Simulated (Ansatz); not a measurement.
Program: Ansatz. Geometries: PBE0-D4/def2-TZVP. ΔE: electronic, gas phase. CCSD(T)/CBS adds triple-zeta CCSD(T) − MP2 to the extrapolated MP2 energy (def2 sets, frozen cores). Each species was taken in one conformer, which may not be the lowest.

`[SiH3]B[SiH3]` + `BSCO` → `BSCB[SiH3]` + `O[SiH3]`  (redistribution)

```tsv
species	CCSD(T)/CBS(def2) energy (Eh)
`[SiH3]B[SiH3]`	-607.10156
`BSCO`	-538.80390
`BSCB[SiH3]`	-779.28652
`O[SiH3]`	-366.69042
```

Task: Work out ΔE.

Result: ΔE = (-779.28652) + (-366.69042) − (-607.10156) − (-538.80390) = -0.07148 Eh = -187.7 kJ/mol.

Largest T1 diagnostic among the species: 0.014.

From PBE to PBE0 (25 % exact exchange), in def2-TZVPP and without D4, ΔE moves by −8.9 kJ/mol. The D4 term adds −3.9 kJ/mol with B3LYP and −2.3 kJ/mol with PBE0; it sums over pairs of atoms, weighted by their polarisabilities, and B3LYP, whose exchange is more repulsive, gets the larger term.

B3LYP here is the variant with VWN-RPA as its local correlation; programs differ in this.
